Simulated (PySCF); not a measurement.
Computed IR spectrum (relative IR intensity) of a molecule C₂H₉NSi₃. Geometry: PBE0-D3(BJ)/def2-SVP. Other conformers were not sampled. All values below come from PBE0-D3(BJ)/def2-SVP in PySCF. Frequencies are harmonic and unscaled.

Lines under 2 % of the strongest are left out, and lines within 2 cm⁻¹ are merged.

```tsv
ν (cm⁻¹)	relative intensity
348	4.7
369	3.2
611	10.0
654	16
668	15
711	4.2
724	22
759	50
810	3.3
854	44
904	100
924	25
932	30
942	6.2
945	14
1098	3.2
1204	12
1376	7.6
1704	38
2217	43
2228	36
2234	2.6
2238	26
2242	51
2245	22
2252	34
```

**Question.** Which structure fits?
A. [SiH3]C1=N[SiH2][SiH2]C1
B. [SiH3]CC1=N[SiH2][SiH2]1
C. C[Si@@H]1N=C([SiH3])[SiH2]1
D. C#C[SiH2][Si@@H](N)[SiH3]

**Answer.** A, [SiH3]C1=N[SiH2][SiH2]C1
